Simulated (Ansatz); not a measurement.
A search over several starts for the lowest SCF solution of WN4H6⁻, that is W(NH)2(NH2)2 with one electron more at the given spin, in a small basis.

```yaml
crystal:
  periodic: [false, false, false]
  atoms:
    - {symbol: W, position_ang: [0.174207, -0.000889, 0.123062]}
    - {symbol: N, position_ang: [0.051951, 0.018316, 1.896241]}
    - {symbol: H, position_ang: [0.385538, 0.023660, 2.863763]}
    - {symbol: N, position_ang: [1.804432, -0.027386, -0.584810]}
    - {symbol: H, position_ang: [2.827750, -0.039253, -0.594051]}
    - {symbol: N, position_ang: [-0.696671, 1.647429, -0.521648]}
    - {symbol: H, position_ang: [-0.441897, 2.138077, -1.382600]}
    - {symbol: H, position_ang: [-1.413655, 2.163524, -0.005434]}
    - {symbol: N, position_ang: [-0.735257, -1.640461, -0.489852]}
    - {symbol: H, position_ang: [-1.464672, -2.128801, 0.035838]}
    - {symbol: H, position_ang: [-0.491747, -2.154226, -1.340520]}
basis:
  gaussian: {orbitals: def2-SVP}
total_charge: -1
magnetization: {spin_polarized: true, initial_magnetization: 1}
hamiltonian: {xc: pbe0, dispersion: d4}
output: {orbitals: {seedname: orbitals}}
```

```sh
$ ansatz run in.yaml --threads 4 --pin off --events-out ev --progress --plain --max-ram 3916MiB
```

It prints (some lines left out):

```
Functional definition: PBE0
1203 factors; integrals over basis functions are off by at most 8.3e-4 eV
mean field evaluation 1: about -7858.0452 eV, gradient 5.9e1 eV
mean field evaluation 2: about -7792.4663 eV, gradient 1.3e2 eV
mean field evaluation 4: about -7871.9878 eV, gradient 8.1e0 eV
mean field evaluation 8: about -7872.5230 eV, gradient 1.0e0 eV
mean field evaluation 16: about -7872.5302 eV, gradient 7.9e-3 eV
mean field evaluation 32: about -7872.5340 eV, gradient 1.2e-2 eV
mean field evaluation 64: about -7872.5214 eV, gradient 5.3e-2 eV
mean field -7872.53402306 eV, -289.3102891521 hartree, gradient 3.2e-6 eV, S^2 0.754255; 7 other end points of the search recorded, 0 dependent functions left out
reference -7872.53407521 eV, -289.3102910685 hartree; 25, 24 occupied and 93, 94 virtual orbitals, 1203 factors
Total energy: -7872.78670224 eV, -289.3195749409 hartree
```

It took 25 s on 4 threads of Arm Neoverse V2 on a shared host.

In the def2 sets W takes a core potential; there is no spin–orbit coupling. The highest occupied level of the charge -1 doublet lies above zero (up to 3.53 eV). By energy differences it is unbound by 1.02 eV (vertical, to the charge 0 singlet, at PBE0-D4/def2-TZVPD) and held by the finite basis.
